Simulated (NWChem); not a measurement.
# Relativistic effects in ClI

```
Cl
I 1 2.6948
```
Charge 0, spin multiplicity 3.

Everything below was run with NWChem. Structure: optimised with UPBE0/def2-SVP with def2 effective core potentials on I, a minimum by its harmonic frequencies.

Functional B3LYP, all-electron basis x2c-SVPall-2c, contracted for the X2C Hamiltonian and used here with ZORA. The ion keeps the geometry and has multiplicity 2 in the scalar run; the spin-orbit run starts from the same electron counts.

Costs are rough ratios of processor time within this set of runs, SCF included, with scalar ZORA as 1.

B3LYP has NWChem's definition, with VWN1-RPA local correlation. The spin multiplicity of the parent species was assumed, not shown to be that of its ground state. The structure started from a generated list of species. No SCF solution was tested for a lower state.

| Hamiltonian | ΔSCF ionisation energy (eV) | relative cost |
|---|---|---|
| scalar ZORA | 9.67 | 1 |
| spin-orbit ZORA | 9.50 | under 3 |

From scalar ZORA to spin-orbit ZORA the ionisation energy falls by 0.16 eV.
